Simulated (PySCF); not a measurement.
Be(SiH3)(OSiH3), SMILES [SiH3][Be][O][SiH3] (H6BeOSi2), CAM-B3LYP/def2-SVP optimised geometry.

```
10

Be    -1.54    -1.82    -2.49
Si    -2.28    -2.85    -4.24
H     -1.52    -2.48    -5.47
H     -3.71    -2.53    -4.50
H     -2.18    -4.33    -4.10
O     -1.06    -1.14    -1.34
Si    -0.50    -0.36     0.00
H     -0.99     1.05     0.00
H      0.99    -0.36     0.00
H     -0.99    -1.05     1.22
```

Density from CAM-B3LYP/def2-TZVP (PySCF) at that geometry.

Minimum of the electron density along straight lines between bonded atoms, close to the bond critical point (lines longer than 1.1 times the sum of covalent radii, or with two minima, are not listed):

| bond | length / Å | ρ at the minimum / e bohr⁻³ | ∇²ρ there / e bohr⁻⁵ | position (fraction from the first atom) |
|---|---|---|---|---|
| Be1–Si2 | 2.160 | 0.075 | (withheld) | 0.30 |
| Si2–H3 | 1.494 | 0.117 | 0.15 | 0.49 |
| Si2–H4 | 1.494 | 0.117 | 0.15 | 0.49 |
| Si2–H5 | 1.494 | 0.117 | 0.15 | 0.49 |
| Be1–O6 | 1.411 | 0.133 | (withheld) | 0.36 |
| O6–Si7 | 1.655 | 0.132 | (withheld) | 0.59 |
| Si7–H8 | 1.487 | 0.124 | 0.13 | 0.49 |
| Si7–H9 | 1.488 | 0.124 | 0.13 | 0.49 |
| Si7–H10 | 1.488 | 0.124 | 0.13 | 0.49 |

Problem. What belongs in the gaps?

Solution. 
- Be1–Si2, ∇²ρ there / e bohr⁻⁵: -0.02
- Be1–O6, ∇²ρ there / e bohr⁻⁵: 1.18
- O6–Si7, ∇²ρ there / e bohr⁻⁵: 0.79
